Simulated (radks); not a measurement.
Q: The indium ion In2+, 47 electrons, occupied as [Kr] 4d10 5s1. Method: scalar-relativistic Kohn-Sham, PBE, spin-unpolarised, spherical densities, finite nucleus; Fermi nuclear charge, rms radius 4.6156 fm; computed with a radial shooting solver on a logarithmic mesh with Libxc functionals. Some entries of the table are withheld. Estimate them.

orbital,occ.,eigenvalue (eV),<1/r> (bohr^-1)
1s,2,-27770.98,(1)
2s,2,-4173.499,11.82
2p,6,-3747.900,11.38
3s,2,-806.5867,4.182
3p,6,(2),3.982
3d,10,-450.7586,3.753
4s,2,-137.7119,1.632
4p,6,-96.1927,1.476
4d,10,(3),1.147
5s,1,-23.6710,0.5485

A: 
(1) 1s <1/r> (bohr^-1): 51.85
(2) 3p eigenvalue (eV): -667.1915
(3) 4d eigenvalue (eV): -36.5301
